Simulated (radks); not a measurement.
Task: Sc8+, 13 electrons, occupied as [Ne] 3s2 3p1 (the NIST ground configuration). Calculated with a radial shooting solver on a logarithmic mesh with Libxc functionals: scalar-relativistic Kohn-Sham, BLYP, spin-polarised, spherical densities, finite nucleus; open shells are filled with parallel spins first; Fermi nuclear charge, rms radius 3.5459 fm. Some entries of the table are withheld. Estimate them.

orbital,occ.,eigenvalue (hartree),<1/r> (bohr^-1),<r> (bohr)
1s up,1,-168.0998,20.77,0.07302
1s down,1,-168.0820,20.78,0.07302
2s up,1,-23.50824,4.325,0.3413
2s down,1,-23.49184,4.326,0.3411
2p up,3,-20.40343,4.234,0.3046
2p down,3,-20.38080,4.233,0.3045
3s up,1,-7.08667,1.505,(1)
3s down,1,-6.97831,1.504,(2)
3p up,1,-6.22487,(3),0.9632
3p down,0,-6.11928,(4),0.9656

Result: 
(1) 3s up <r> (bohr): 0.9450
(2) 3s down <r> (bohr): 0.9465
(3) 3p up <1/r> (bohr^-1): 1.426
(4) 3p down <1/r> (bohr^-1): 1.425
